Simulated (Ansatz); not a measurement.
Species: C₆H₁₂S (charge 0, singlet). 
Geometry from a B3LYP-D3(BJ)/def2-TZVP (Ansatz, a quantum-chemistry and plane-wave program) optimisation:
```xyz
19

C     -0.1601    -1.7656     0.0728
C      0.8862    -1.2630    -0.9351
C      1.7815    -0.1335    -0.4123
C      1.1247     1.2326    -0.2499
S     -0.2944     1.3242     0.8900
C     -1.5291     0.4367    -0.1122
C     -1.5335    -1.0875     0.0226
H      0.2514    -1.6574     1.0786
H     -0.3187    -2.8366    -0.0764
H      0.4020    -0.9564    -1.8687
H      1.5399    -2.0974    -1.2004
H      2.6260    -0.0068    -1.0990
H      2.2053    -0.4402     0.5481
H      1.8482     1.9468     0.1468
H      0.7907     1.6171    -1.2172
H     -2.4999     0.8398     0.1779
H     -1.3621     0.7374    -1.1481
H     -2.1066    -1.4864    -0.8218
H     -2.0840    -1.3657     0.9248
```

Property: atomisation energy (electronic, to ground-state atoms), in eV. Correlated levels leave the core frozen unless marked. UHF or UKS for open shells. Spin-orbit coupling is left out. Non-relativistic. The coupled-cluster limit lacks core correlation, which all-electron functionals hold. CBS marks a two-point X^-3 extrapolation of the correlation energy; Hartree-Fock from the larger set. [CCSD(T)-MP2]/basis is that difference in the basis named.

| level | program | atomisation energy (eV) |
|---|---|---|
| HF/cc-pV(D+d)Z | Ansatz | 58.12 |
| HF/aug-cc-pV(Q+d)Z | Ansatz | 59.00 |
| PBE0/6-31G* | Ansatz | 79.41 |
| PBE0-D4/def2-TZVPD | Ansatz + dftd4 | 79.55 |

Question: Estimate the value at RI-MP2/CBS(aug-cc-pV(T+d)Z,aug-cc-pV(Q+d)Z)+[CCSD(T)-MP2]/aug-cc-pV(T+d)Z as computed with Ansatz.

Answer: 78.80 eV
